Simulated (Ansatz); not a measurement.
Geometry optimisation, RKS PBE0/6-31G (Ansatz).

Input file:

```yaml
crystal:
  periodic: [false, false, false]
  atoms:
    - { symbol: Si, position_ang: [0.0, 0.0, 0.0] }
    - { symbol: "N", position_ang: [0.0, 0.0, 1.82] }
    - { symbol: C, position_ang: [-1.2162, -0.3762, 2.555] }
    - { symbol: H, position_ang: [-1.8642, -0.9999, 1.9045] }
    - { symbol: H, position_ang: [-0.9378, -0.9533, 3.4614] }
    - { symbol: H, position_ang: [-1.7663, 0.5401, 2.8549] }
    - { symbol: C, position_ang: [1.2162, 0.3762, 2.555] }
    - { symbol: H, position_ang: [1.4641, -0.4163, 3.2916] }
    - { symbol: H, position_ang: [2.0585, 0.4943, 1.8418] }
    - { symbol: H, position_ang: [1.0457, 1.3351, 3.0874] }
    - { symbol: F, position_ang: [1.4994, 0.0, -0.5295] }
    - { symbol: F, position_ang: [-0.7489, 1.2974, -0.5295] }
    - { symbol: F, position_ang: [-0.7489, -1.2974, -0.5295] }
basis:
  gaussian: { orbitals: "6-31G" }
hamiltonian:
  xc: pbe0
relax:
  f_tol: 0.02
  max_steps: 40
output:
  orbitals: {}
```

Run as:

```bash
$ ansatz run input.yaml --threads 1 --pin off --max-ram 2048MiB --backend cpu --events-out ev --progress --plain --runs-dir out
```

Q: Where does it end, and by what steps?

A: The forces met the threshold. The force dipped under the threshold on the way, but the program's further checks kept it going. Limits of this set-up: no polarisation functions. After 7 steps the energy has fallen by 0.602 eV; H6 moved furthest, 0.29 Å.

```csv
step,energy less start (eV),largest force component (eV/Å),accepted
0,0.0000,6.186,yes
1,-0.4181,3.445,yes
2,-0.5845,0.322,yes
3,-0.5892,0.268,yes
4,-0.5993,0.105,yes
5,-0.6014,0.016,yes
6,-0.6019,0.049,yes
7,-0.6021,0.018,yes
```

```xyz
13
Properties=species:S:1:pos:R:3
Si 0.001 -0.013 0.072
N 0.010 -0.022 1.780
C -1.160 -0.430 2.553
H -1.909 -0.880 1.897
H -0.869 -1.182 3.297
H -1.613 0.423 3.075
C 1.154 0.459 2.549
H 1.445 -0.295 3.291
H 2.009 0.628 1.889
H 0.920 1.395 3.073
F 1.555 -0.214 -0.493
F -0.544 1.356 -0.712
F -0.996 -1.224 -0.488
```

Whether the end is a true minimum wasn't checked by a vibrational analysis.

Run time: 61 s on 1 thread of Intel(R) Xeon(R) Platinum 8375C CPU @ 2.90GHz (Ice Lake), on a shared host, peak memory 0.21 GiB.
